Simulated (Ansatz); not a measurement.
`C=CB[SeH]` at its PBE0-D4/def2-TZVP geometry, where that method's forces vanish. Charge 0, multiplicity 1.

```xyz
9

C    -1.4732    0.6464    0.2696
C    -0.4009    0.0948   -0.3074
B     0.8556   -0.2303    0.5107
Se    2.4400   -1.0229   -0.2193
H    -1.4792    0.8773    1.3307
H    -2.3767    0.8870   -0.2837
H    -0.4476   -0.1166   -1.3747
H     0.9150    0.0001    1.6818
H     1.9671   -1.1357   -1.6078
```

Task: What forces (eV/Å) does B3LYP-D4/def2-TZVPP give on these atoms in Ansatz 0.2.0? (An estimate is asked.)

Result: The calculation gave: 
```
C1  -0.158  0.074  0.054
C2   0.076 -0.042 -0.052
B3  -0.116  0.086  0.181
Se4  0.169 -0.073 -0.023
H5  -0.019 -0.010 -0.082
H6   0.056 -0.012  0.049
H7   0.006  0.012  0.067
H8  -0.011 -0.025 -0.135
H9  -0.003 -0.011 -0.059
```

B3LYP here is the variant with VWN-RPA as its local correlation; programs differ in this.
